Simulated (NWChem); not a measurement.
System: silanone (SiH$_{2}$O); SMILES O=[SiH2]

```xyz
4

Si     0.0000     0.0000    -0.4472
O      0.0000     0.0000     1.1052
H      0.0000    -1.2480    -1.2907
H      0.0000     1.2480    -1.2907
```
Atoms are numbered in this order, from 1.

Program: NWChem. Geometry: optimised at PBE-D3(BJ)/def2-SVP. Vertical excitations in the gas phase; the lowest state need not have the same character in each row.

For level PBE/def2-SVP, TDA:

```
Item                                      Result
----------------------------------------  ------
lowest excitation, singlet (eV)             3.76
lowest state with f > 0.02, singlet (eV)    6.06
orbital gap (eV)                            3.58
```

**Question.** What are these values for level LRC-wPBEh/def2-SVP, TDA?

**Answer.** The lowest excitation, singlet (eV) is 4.01 and the lowest state with f > 0.02, singlet (eV) is 6.50. The orbital gap (eV) is 9.61.
